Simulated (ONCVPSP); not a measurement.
**u(r) = r·R(r): atom against pseudo-atom (P (Z = 15))**

Columns: radius, all-electron u(r) and pseudo u(r) of the 3p shell (level -5.51 eV) of phosphorus in the configuration [Ne] 3s2 3p3; PBE, scalar-relativistic, ONCV scheme, ONCVPSP 4.0.1.

```csv
r (bohr),all-electron,pseudo
0.090,-0.1136,0.0044
0.180,-0.2432,0.0174
0.270,-0.2955,0.0386
0.360,-0.2765,0.0676
0.450,-0.2097,0.1037
0.540,-0.1166,0.1462
0.630,-0.0123,0.1941
0.720,0.0931,0.2460
0.810,0.1936,0.3004
0.900,0.2857,0.3556
0.990,0.3676,0.4100
1.080,0.4390,0.4621
1.170,0.5001,0.5108
1.260,0.5511,0.5548
1.350,0.5925,0.5930
1.440,0.6248,0.6244
1.530,0.6489,0.6486
1.620,0.6655,0.6654
1.710,0.6757,0.6757
1.800,0.6801,0.6801
1.890,0.6796,0.6796
1.980,0.6750,0.6750
2.070,0.6669,0.6669
2.160,0.6559,0.6559
2.250,0.6425,0.6425
2.340,0.6273,0.6273
```

(1) How many radial nodes do the two functions have?

(2) Is the pseudo-wave norm-conserving?

Answers

(1) The all-electron 3p function has n − l − 1 = 1; the pseudo-wave has 0, since the states of the same l below it are removed with the core.

(2) Yes: the ONCV scheme keeps the norm inside the radius equal to the all-electron one, which fixes the energy derivative of the logarithmic derivative at the level.
